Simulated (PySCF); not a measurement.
# Kr²⁺ (krypton, charge +2) across methods

[Ar] 3d10 4s2 4p4, high-spin 3P determinant. Computed with PySCF 2.14 in ANO-RCC-VTZP (6s5p3d1f, 43 functions), with scalar relativity by spin-free X2C-1e. The B2PLYP total includes its PT2 part (frozen core); its orbital energies are those of the SCF part.

| method | E (hartree) | mean ε 4s β (eV) | mean ε 4p α (eV) | mean ε 4p β (eV) | Σ⟨r²⟩ (bohr²) | ⟨S²⟩ |
| --- | --- | --- | --- | --- | --- | --- |
| PBE | -2788.257 | -44.724 | -31.860 | -29.862 | 25.70 | 2.002 |
| B3LYP | -2788.653 | -46.414 | -33.169 | -31.199 | 25.73 | 2.002 |
| r2SCAN | -2788.594 | -44.969 | -32.475 | -30.304 | 25.62 | 2.004 |
| B2PLYP | -2788.188 | -48.256 | -35.118 | -32.844 | 25.77 | 2.004 |
| LDA | -2784.719 | -45.142 | -31.923 | -29.983 | 25.69 | 2.001 |
| PBE0 | -2788.320 | -46.561 | -33.621 | -31.468 | 25.67 | 2.003 |
| UHF | -2786.84542 | -50.668 | -37.907 | -35.146 | 25.83 | 2.008 |
| LC-wPBE | -2788.301 | -49.878 | -36.592 | -34.556 | 25.65 | 2.003 |

Question: Estimate the same row for M06-L.

Answer: E (hartree) = -2788.529; mean ε 4s β (eV) = -44.818; mean ε 4p α (eV) = -32.304; mean ε 4p β (eV) = -29.999; Σ⟨r²⟩ (bohr²) = 25.59; ⟨S²⟩ = 2.004.
